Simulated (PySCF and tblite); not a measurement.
Results of a calculation; reference values are marked as such.
**Barrier and rate of a pyramidal inversion**

System: C₆H₁₃N, numbered as in [CH3:1][CH2:2][C@@:3]1([CH3:4])[CH2:5][N:6]1[CH3:7].

Motion: pyramidal inversion at N6. Geometries: GFN2-xTB; energies: PBE0/pcSseg-1 + D3(BJ), IEF-PCM dichloromethane; zero-point and thermal terms from GFN2-xTB harmonic modes (soft modes blended into free rotors). Rate constants are transition-state-theory values, counting equivalent paths, without tunnelling. Run with tblite and PySCF.

```
 point  symmetry  E(GFN2) kcal/mol  E(DFT) kcal/mol  ZPE change kcal/mol  lowest mode cm⁻¹  dipole D
 start        C1               0.0              0.0                 0.00                74      1.71
saddle        C1              13.9             17.0                -1.18              336i      0.40
   end        C1               0.1              0.5                 0.06                63      1.75
```

```json
{"Electronic barrier": "17.0 kcal/mol", "Barrier with zero-point energy": "15.8 kcal/mol", "ΔH‡ (298 K)": "15.7 kcal/mol", "ΔS‡ (298 K, symmetry apart)": "0.2 cal/(mol K)", "Paths": "1 equivalent path", "End point": "a different minimum", "Mean lifetime of the start against this motion at 298 K": "51 ms", "Cost": "90 s on 1 thread of AMD EPYC 7B13, shared host (rough), peak memory 1 GiB, launched as `OMP_NUM_THREADS=1 python ens_run.py task.json out`"}
```

```csv
T/K,ΔG‡ kcal/mol,k s⁻¹,ΔG kcal/mol,k back s⁻¹
200,15.7,3.2×10⁻⁵,0.6,0.00013
250,15.7,0.1,0.6,0.34
298,15.7,20,0.6,54
350,15.7,1110,0.6,2680
400,15.8,2×10⁴,0.6,4.4×10⁴
```

ΔG and ΔG‡ leave out symmetry numbers and mirror images; rates count paths: 1 out, 1 back.
